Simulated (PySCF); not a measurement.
# 15N chemical shifts

- GFN2-xTB structure
- GIAO PBE0/pcSseg-1 shieldings
- run in PySCF 2.14.0 with density-fitted response routines
- no relativistic terms, one averaged value for each set of equivalent atoms, one conformer, isolated molecule

Shieldings were converted by a linear fit to measured shifts: 15N: δ = -148.07 − 0.921σ (rms 6.3 ppm, 71 shifts vs CH3NO2, solution or neat liquid). A few per cent of atoms miss by over 2 rms, more outside the fitted compound classes.

Give the 15N shifts of `O=Cc1[nH]ncp1`, `C/C=N/N[SiH3]`, `C/C=N/[SiH2]N`, `C/C=N/[SiH2]N`.

Results:


| compound | environment | δ (ppm) |
| --- | --- | --- |
| [O:1]=[CH:2][c:3]1[nH:4][n:5][cH:6][p:7]1 | N5: pyridine-type nitrogen of an azole | -46.3 |
| [O:1]=[CH:2][c:3]1[nH:4][n:5][cH:6][p:7]1 | N4: pyrrole-type ring nitrogen | -176.1 |
| [CH3:1]/[CH:2]=[N:3]/[NH:4][SiH3:5] | N3: imine nitrogen | -46.4 |
| [CH3:1]/[CH:2]=[N:3]/[NH:4][SiH3:5] | N4: nitrogen bonded to O or N | -292.8 |
| [CH3:1]/[CH:2]=[N:3]/[SiH2:4][NH2:5] | N3: imine nitrogen | -28.8 |
| [CH3:1]/[CH:2]=[N:3]/[SiH2:4][NH2:5] | N5: nitrogen bonded to Si, 2 H | -373.9 |
| [CH3:1]/[CH:2]=[N:3]/[SiH2:4][NH2:5] | N3: imine nitrogen | -28.8 |
| [CH3:1]/[CH:2]=[N:3]/[SiH2:4][NH2:5] | N5: nitrogen bonded to Si, 2 H | -373.9 |
